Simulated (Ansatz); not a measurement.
CH5ClSn, SMILES `Cl[CH2][SnH3]` at its PBE0-D4/def2-TZVP geometry, where that method's forces vanish. Charge 0, multiplicity 1. Sn takes the def2 core potential.

```xyz
8

Cl    1.8875    0.1608   -1.3885
C     0.9950    0.4755    0.1211
Sn   -0.9766   -0.3970    0.0333
H     0.9380    1.5547    0.2519
H     1.5726    0.0513    0.9405
H    -1.8139    0.2988   -1.2763
H    -1.7917   -0.0657    1.4994
H    -0.8109   -2.0783   -0.1815
```

What forces (eV/Å) does PBE-D4/def2-TZVPP give on these atoms in Ansatz 0.2.0? (An estimate is asked.)

The calculation gave: 
```
Cl1  0.174 -0.057 -0.285
C2   0.006  0.025  0.048
Sn3 -0.090 -0.029  0.020
H4  -0.031  0.217  0.042
H5   0.098 -0.086  0.181
H6  -0.082  0.069 -0.134
H7  -0.091  0.031  0.151
H8   0.018 -0.169 -0.024
```
